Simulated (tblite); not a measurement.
C6H11FSSi.
Atom-mapped SMILES: `[CH3:1][C:2]#[C:3][Si@@H:4]([F:5])[C@H:6]([CH3:7])[S:8][CH3:9]` (hydrogens: H10, H11, H12 on C1; H13 on Si4; H14 on C6; H15, H16, H17 on C7; H18, H19, H20 on C9)

Structure used (GFN2-xTB), in Å, numbered top down from 1:
```
atom  x, y, z in Å
C1     4.352   -0.141    0.058
C2     2.966    0.260    0.087
C3     1.810    0.601    0.105
Si4    0.037    1.086    0.154
F5    -0.411    1.458   -1.358
C6    -0.975   -0.444    0.686
C7    -1.059   -1.524   -0.382
S8    -2.640    0.012    1.318
C9    -3.427    0.745   -0.145
H10    4.765    0.030   -0.935
H11    4.920    0.438    0.785
H12    4.439   -1.200    0.302
H13   -0.254    2.277    0.933
H14   -0.520   -0.870    1.584
H15   -0.060   -1.897   -0.603
H16   -1.676   -2.355   -0.042
H17   -1.482   -1.129   -1.304
H18   -4.414    1.067    0.175
H19   -3.522   -0.002   -0.927
H20   -2.855    1.598   -0.495
```

Calculated harmonic vibrations of the isolated species, GFN2-xTB (tblite), most abundant isotopes, no scaling. The method is semi-empirical: single wavenumbers can be off by several per cent or more. Modes of hydrogen on silicon can be 10 to 20 % off. One conformer, not necessarily the lowest. The optimisation stopped once no atom felt more than 0.01 eV/Å.

Lowest wavenumbers of the output (negative numbers stand for imaginary wavenumbers):
```
mode    cm-1
  1     -26.6
  2      24.8
  3      44.2
  4      52.2
  5      99.7
  6     141.3
  7     151.2
  8     161.9
  9     199.6
 10     214.3
 11     230.5
 12     250.6
 13     305.8
 14     323.8
 15     329.3
```

**Question.** Is this structure a minimum?

**Answer.** Not by this Hessian. 1 mode is imaginary beyond 20i (27i cm⁻¹), so at this level the point lies at or near a first-order saddle. The curvature is small, so loose convergence or finite differences may be the whole cause.

**Question.** Which atoms move in the imaginary mode?

**Answer.** 27i: H10 (methyl hydrogen) 34 %, H11 (methyl hydrogen) 33 %, H12 (methyl hydrogen) 32 %. These are shares of the mass-weighted motion.

**Question.** What is the remedy?

**Answer.** Step along that mode in both directions, optimise again with tighter thresholds and repeat the frequencies. The zero-point energy of this point (94.4 kcal/mol) counts the 53 real modes alone, and thermal corrections from it aren't those of a minimum.

On one thread of an Arm Neoverse N1, no GPU, shared host with 64 logical CPUs at a one-minute load of 60, this took 1.8 s wall. This covers the Hessian and the dipole derivatives.
